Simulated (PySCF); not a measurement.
From one molecule to another.

First species: C8H7F.
Numbering: `[F:1][C@:2]12[CH:3]=[CH:4][C@H:5]([CH:6]=[CH:7]1)[CH:8]=[CH:9]2` (hydrogens: H10 on C3; H11 on C4; H12 on C5; H13 on C6; H14 on C7; H15 on C8; H16 on C9)

Second species: C8H7F.
Cartesian coordinates in Å at the GFN2-xTB level; atoms count from 1:
```
atom  x, y, z in Å
C1     3.0362    1.8614    0.0624
C2     2.3098    0.9212    0.2388
C3     1.4894   -0.2044    0.4629
F4     2.1191   -1.2691    1.0376
C5     0.1941   -0.2858    0.1604
C6    -0.6093    0.8150   -0.4746
C7    -1.9745    0.2050   -0.5908
C8    -2.0137   -1.0305   -0.1209
C9    -0.6833   -1.4820    0.3993
H10    3.6564    2.6919   -0.0997
H11   -0.2054    1.1003   -1.4507
H12   -0.6169    1.7184    0.1427
H13   -2.7967    0.7529   -1.0166
H14   -2.8742   -1.6758   -0.0931
H15   -0.3131   -2.3654   -0.1301
H16   -0.7256   -1.7443    1.4610
```

Levels: CAM-B3LYP/def2-SVPD for dipole moment, HOMO energy, LUMO energy, HOMO–LUMO gap, static isotropic polarisability and electronic spatial extent ⟨r²⟩ about the centre of nuclear charge; TDDFT CAM-B3LYP/def2-SVPD for lowest singlet excitation; TDA CAM-B3LYP/def2-SVPD for lowest triplet excitation (Tamm–Dancoff); GFN2-xTB for rotational constant A and rotational constant C. Geometries: GFN2-xTB. Each species is one conformer at its optimised geometry, gas phase, non-relativistic unless stated; the electronic structure was computed with PySCF and density fitting.

Values for the first species:

| Property | Result |
| --- | --- |
| Dipole moment | 2.20 D |
| HOMO energy | -7.73 eV |
| LUMO energy | 0.66 eV |
| HOMO–LUMO gap | 8.39 eV |
| Lowest singlet excitation | 5.15 eV |
| Lowest triplet excitation (Tamm–Dancoff) | 3.62 eV |
| Static isotropic polarisability | 78.2 au |
| Electronic spatial extent ⟨r²⟩ about the centre of nuclear charge | 850 bohr² |
| Rotational constant A | 2.966 GHz |
| Rotational constant C | 1.787 GHz |

(1) Estimate the same properties for the second species, and the change in each.

## Answers

(1) 
```
                                                         property      first      second  second less first
                                                    dipole moment     2.20 D      2.08 D            -0.12 D
                                                      HOMO energy   -7.73 eV    -7.89 eV           -0.16 eV
                                                      LUMO energy    0.66 eV     0.24 eV           -0.42 eV
                                                    HOMO–LUMO gap    8.39 eV     8.13 eV           -0.26 eV
                                        lowest singlet excitation    5.15 eV     5.43 eV           +0.28 eV
                         lowest triplet excitation (Tamm–Dancoff)    3.62 eV     3.32 eV           -0.30 eV
                                  static isotropic polarisability    78.2 au     92.2 au           +14.0 au
electronic spatial extent ⟨r²⟩ about the centre of nuclear charge  850 bohr²  1264 bohr²         +414 bohr²
                                            rotational constant A  2.966 GHz   3.274 GHz         +0.308 GHz
                                            rotational constant C  1.787 GHz   0.869 GHz         -0.918 GHz
```

On the first: The principal polarisabilities are 71.7, 71.7 and 91.3 au; their mean is the isotropic value. S1 lies 3.24 eV below the HOMO–LUMO gap.

On the second: The vertical singlet–triplet gap S1 − T1 is 2.11 eV (TDDFT singlet less Tamm–Dancoff triplet; S1: HOMO→LUMO, weight 0.88; T1: HOMO→LUMO, weight 0.86). The polarisability is 13.66 Å³ as a volume (1 au = 0.148185 Å³), or 1.44 au for each of the 64 electrons.
